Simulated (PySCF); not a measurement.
PySCF input (TPSSh/def2-TZVPD):

```python
from pyscf import gto, scf, dft

mol = gto.M(
    atom='''
    Si   -0.57094198    0.00991701    0.60583621
    F    -1.12171734   -1.20912240   -0.38883768
    F    -1.04384326    1.28641517   -0.35629868
    Cl    1.61666077   -0.04908666   -0.10443998
    ''',
    basis='def2-tzvpd',
    charge=-1,
    spin=0,
    verbose=4,
)

mf = dft.RKS(mol, xc='tpssh').density_fit(auxbasis='def2-universal-jkfit')
mf.grids.level = 3
mf.conv_tol = 1e-9
mf.max_cycle = 100
mf.max_memory = 1500
mf.kernel()
if not mf.converged:
    mf = mf.newton()
    mf.kernel(mf.make_rdm1())
mf.analyze()
```

Output:

```
PySCF version 2.14.0

[INPUT] verbose = 4
[INPUT] num. atoms = 4
[INPUT] num. electrons = 50
[INPUT] charge = -1
[INPUT] spin (= nelec alpha-beta = 2S) = 0
[INPUT] symmetry False subgroup None
[INPUT] Mole.unit = angstrom
[INPUT] Symbol           X                Y                Z      unit          X                Y                Z       unit  Magmom
[INPUT]  1 Si    -0.570941980000   0.009917010000   0.605836210000 AA   -1.078923975217   0.018740432875   1.144864513244 Bohr   0.0
[INPUT]  2 F     -1.121717340000  -1.209122400000  -0.388837680000 AA   -2.119738561776  -2.284910187077  -0.734796722111 Bohr   0.0
[INPUT]  3 F     -1.043843260000   1.286415170000  -0.356298680000 AA   -1.972577878373   2.430972353786  -0.673306923744 Bohr   0.0
[INPUT]  4 Cl     1.616660770000  -0.049086660000  -0.104439980000 AA    3.055046091628  -0.092760343770  -0.197362958655 Bohr   0.0

nuclear repulsion = 206.104616091142
number of shells = 59
number of NR pGTOs = 251
number of NR cGTOs = 169
basis = def2-tzvpd
ecp = {}

******** <class 'pyscf.df.df_jk.DFRKS'> ********
method = DFRKS
initial guess = minao
damping factor = 0
level_shift factor = 0
DIIS = <class 'pyscf.scf.diis.CDIIS'>
diis_start_cycle = 1
diis_space = 8
diis_damp = 0
SCF conv_tol = 1e-09
SCF conv_tol_grad = None
SCF max_cycles = 100
direct_scf = False
XC library pyscf.dft.libxc version 7.1.2
    S. Lehtola, C. Steigemann, M. J. T. Oliveira, and M. A. L. Marques,  SoftwareX 7, 1–5 (2018)
XC functionals = tpssh
    V. N. Staroverov, G. E. Scuseria, J. Tao, and J. P. Perdew,  J. Chem. Phys. 119, 12129 (2003)
radial grids:
    Treutler-Ahlrichs [JCP 102, 346 (1995); DOI:10.1063/1.469408] (M4) radial grids

becke partition: Becke, JCP 88, 2547 (1988); DOI:10.1063/1.454033
pruning grids: <function nwchem_prune>
grids dens level: 3
symmetrized grids: False
atomic radii adjust function: <function treutler_atomic_radii_adjust>
small_rho_cutoff = 0
Set gradient conv threshold to 3.16228e-05
Initial guess from minao.
tot grids = 66584
******** <class 'pyscf.df.df.DF'> ********
auxbasis = def2-universal-jkfit
init E= -949.691832208282
  HOMO = -0.242232157189711  LUMO = -0.039029478583957  gap/eV = 5.52943
cycle= 1 E= -949.604437896003  delta_E= 0.0874  |g|= 0.866  |ddm|= 1.53
  HOMO = 0.014638238869626  LUMO = 0.154527515439944  gap/eV = 3.80658
cycle= 2 E= -949.265367518248  delta_E= 0.339  |g|= 1.73  |ddm|= 1.46
  HOMO = -0.0188510766354852  LUMO = 0.146025263435362  gap/eV = 4.48651
cycle= 3 E= -949.733999873591  delta_E= -0.469  |g|= 0.116  |ddm|= 0.831
[...]
cycle= 10 E= -949.737687365132  delta_E= -1.86e-10  |g|= 7.13e-06  |ddm|= 3.05e-05
  HOMO = -0.0315246496853803  LUMO = 0.140296004180543  gap/eV = 4.67548
Extra cycle  E= -949.737687365129  delta_E= 2.96e-12  |g|= 9.65e-06  |ddm|= 1.51e-05
converged SCF energy = -949.737687365129
**** SCF Summaries ****
Total Energy =                        -949.737687365128863
Nuclear Repulsion Energy =             206.104616091142447
One-electron Energy =                -1737.835597630210486
Two-electron Energy =                  581.993294173939148
Two-electron Coulomb Energy =          652.407845321844434
DFT Exchange-Correlation Energy =      -70.414551147905286
HOMO-LUMO gap [eV] =                     4.675478138554441
**** MO energy ****
MO #1   energy= -101.154718463511  occ= 2
MO #2   energy= -65.8413441431578  occ= 2
MO #3   energy= -24.3930338783838  occ= 2
MO #4   energy= -24.3930241524876  occ= 2
MO #5   energy= -9.15696376237365  occ= 2
MO #6   energy= -6.90103431532702  occ= 2
MO #7   energy= -6.89769020772991  occ= 2
MO #8   energy= -6.89752208952333  occ= 2
MO #9   energy= -5.06100988741321  occ= 2
MO #10  energy= -3.40999601904783  occ= 2
MO #11  energy= -3.40937129626479  occ= 2
MO #12  energy= -3.40458987647243  occ= 2
MO #13  energy= -0.963791153799396 occ= 2
MO #14  energy= -0.94530106677154  occ= 2
MO #15  energy= -0.575427377996867 occ= 2
MO #16  energy= -0.329975041041003 occ= 2
MO #17  energy= -0.262091696864914 occ= 2
MO #18  energy= -0.235829289555068 occ= 2
MO #19  energy= -0.230564074394301 occ= 2
MO #20  energy= -0.203310055383406 occ= 2
MO #21  energy= -0.186803054359789 occ= 2
MO #22  energy= -0.165351698906906 occ= 2
MO #23  energy= -0.108368773618808 occ= 2
MO #24  energy= -0.107478136705628 occ= 2
MO #25  energy= -0.0315246496853803 occ= 2
MO #26  energy= 0.140296004180543  occ= 0
MO #27  energy= 0.150908753498952  occ= 0
MO #28  energy= 0.157925637477083  occ= 0
MO #29  energy= 0.1679802144038    occ= 0
MO #30  energy= 0.184902415759026  occ= 0
MO #31  energy= 0.193685056216804  occ= 0
MO #32  energy= 0.210234784497864  occ= 0
MO #33  energy= 0.212910893776698  occ= 0
MO #34  energy= 0.229082467615394  occ= 0
MO #35  energy= 0.256166622077495  occ= 0
MO #36  energy= 0.270478066334557  occ= 0
MO #37  energy= 0.27787560329082   occ= 0
MO #38  energy= 0.292089129932341  occ= 0
MO #39  energy= 0.296644121764901  occ= 0
MO #40  energy= 0.305058123650546  occ= 0
MO #41  energy= 0.307398231626669  occ= 0
MO #42  energy= 0.316884150874406  occ= 0
MO #43  energy= 0.319117852632763  occ= 0
MO #44  energy= 0.358463439109199  occ= 0
MO #45  energy= 0.372420292980437  occ= 0
MO #46  energy= 0.391949281463511  occ= 0
MO #47  energy= 0.396717833721146  occ= 0
MO #48  energy= 0.409454024464179  occ= 0
MO #49  energy= 0.411724957771481  occ= 0
MO #50  energy= 0.433281264989434  occ= 0
MO #51  energy= 0.483232696037727  occ= 0
MO #52  energy= 0.501995254466361  occ= 0
MO #53  energy= 0.507686772007293  occ= 0
MO #54  energy= 0.530451269408651  occ= 0
MO #55  energy= 0.557106473061919  occ= 0
MO #56  energy= 0.559547506307107  occ= 0
MO #57  energy= 0.56173731673041   occ= 0
MO #58  energy= 0.605572255618934  occ= 0
MO #59  energy= 0.649130758178205  occ= 0
MO #60  energy= 0.662302639723996  occ= 0
MO #61  energy= 0.674379098115224  occ= 0
MO #62  energy= 0.693617601879265  occ= 0
MO #63  energy= 0.733966904144047  occ= 0
MO #64  energy= 0.761975568000833  occ= 0
MO #65  energy= 0.766777616556655  occ= 0
MO #66  energy= 0.784717730782291  occ= 0
MO #67  energy= 0.791015210857664  occ= 0
MO #68  energy= 0.800536356568841  occ= 0
MO #69  energy= 0.809995024752103  occ= 0
MO #70  energy= 0.813139504293454  occ= 0
MO #71  energy= 0.814782115766761  occ= 0
MO #72  energy= 0.826649037307442  occ= 0
MO #73  energy= 0.831364976820517  occ= 0
MO #74  energy= 0.844238709747366  occ= 0
MO #75  energy= 0.868764944144932  occ= 0
MO #76  energy= 0.890301334164356  occ= 0
MO #77  energy= 0.909819714568215  occ= 0
MO #78  energy= 0.95493174577793   occ= 0
MO #79  energy= 1.03556794868294   occ= 0
MO #80  energy= 1.06667248571613   occ= 0
MO #81  energy= 1.15837265672876   occ= 0
MO #82  energy= 1.18033765223664   occ= 0
MO #83  energy= 1.22230304869283   occ= 0
MO #84  energy= 1.22234875710219   occ= 0
MO #85  energy= 1.24958873597204   occ= 0
MO #86  energy= 1.2611184461531    occ= 0
MO #87  energy= 1.26428633617672   occ= 0
MO #88  energy= 1.28494494378867   occ= 0
MO #89  energy= 1.29915266015573   occ= 0
MO #90  energy= 1.31895372246434   occ= 0
MO #91  energy= 1.3554946708131    occ= 0
MO #92  energy= 1.38210645709539   occ= 0
MO #93  energy= 1.40926421071079   occ= 0
MO #94  energy= 1.49370618334357   occ= 0
MO #95  energy= 1.56997600677246   occ= 0
MO #96  energy= 1.6032223076234    occ= 0
MO #97  energy= 1.65793962974106   occ= 0
MO #98  energy= 1.7160569697531    occ= 0
MO #99  energy= 1.72832831160093   occ= 0
MO #100 energy= 1.82225831761804   occ= 0
MO #101 energy= 1.95833688784031   occ= 0
MO #102 energy= 1.96780063063063   occ= 0
MO #103 energy= 2.12889675167342   occ= 0
MO #104 energy= 2.14747139285298   occ= 0
MO #105 energy= 2.17871865419952   occ= 0
MO #106 energy= 2.17959522240272   occ= 0
MO #107 energy= 2.19247837248169   occ= 0
[...]
```

It need not be the lowest isomer of its formula. Whether it binds its extra electron was not tested at this geometry.
